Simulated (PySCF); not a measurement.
# Polarisability and C₆ of Ir⁺ (iridium, charge +1)

[Xe] 4f14 5d7 6s1, high-spin 5F determinant. Computed with PySCF 2.14 in aug-cc-pwCVTZ-PP with ECP60MDF (8s8p7d4f3g, 122 functions), with scalar relativity through the core potential. Coupled (time-dependent) response in atomic units; α is the mean over directions.

```
method  mean α (bohr³)  C₆ (like pair)  S(−4)
   UHF           30.50           243.2  450.4
   PBE           24.58           200.8  216.6
```

S(−4) is the Cauchy moment in α(ω) = α(0) + S(−4) ω² + …

Spin-orbit coupling is absent.

α(iu) at PBE:

```
u (hartree)  α(iu) (bohr³)
          0          24.58
     0.0500          24.05
      0.100          22.66
      0.200          18.80
      0.300          15.25
      0.500          10.53
      0.750          7.327
       1.00          5.474
       1.50          3.441
       2.00          2.372
       3.00          1.316
       5.00         0.5663
```

A single London oscillator, α(iu) = α/(1 + u²/ω²), gives C₆ = (3/4) ω α². Matching the computed C₆ needs ω = 4 × 200.8 / (3 × 24.58²) = 0.443 hartree.

For an ion, C₆ is the dispersion term alone; charge-induced terms of lower order in 1/R come first.

Energies and moments cover only the electrons outside the core potential. Spin-orbit coupling, absent here, splits the open shell strongly.
